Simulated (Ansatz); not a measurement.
```yaml
crystal:
  periodic: [false, false, false]
  atoms:
    - {symbol: h, position_ang: [1.410120, -1.430484, 1.558997]}
    - {symbol: C, position_ang: [0.670313, -0.728980, 0.697397]}
    - {symbol: C, position_ang: [-0.088453, -0.254889, -0.116224]}
    - {symbol: Se, position_ang: [-1.045780, 0.510596, -1.294565]}
    - {symbol: H, position_ang: [-0.839252, 1.834666, -0.900459]}
basis:
  gaussian: {orbitals: "6-31G*"}
hamiltonian: {xc: {name: B2PLYP}}
accuracy: high
scf: {lower_state_search: off}
```

```sh
$ ansatz run in.yaml --threads 2 --pin off --events-out ev --progress --plain --max-ram 4352MiB
```

It prints (some lines left out):

```
Error: YAML parse error: error: line 4 column 16: `h` is not an element symbol (H … Og, case-exact)
 --> <input>:4:16
  |
2 |   periodic: [false, false, false]
3 |   atoms:
4 |     - {symbol: h, position_ang: [1.410120, -1.430484, 1.558997]}
  |                ^ `h` is not an element symbol (H … Og, case-exact)
5 |     - {symbol: C, position_ang: [0.670313, -0.728980, 0.697397]}
6 |     - {symbol: C, position_ang: [-0.088453, -0.254889, -0.116224]}
  |
```

Task: Something in this input is off. What?

Result: An element symbol is wrong. The program refused the input.
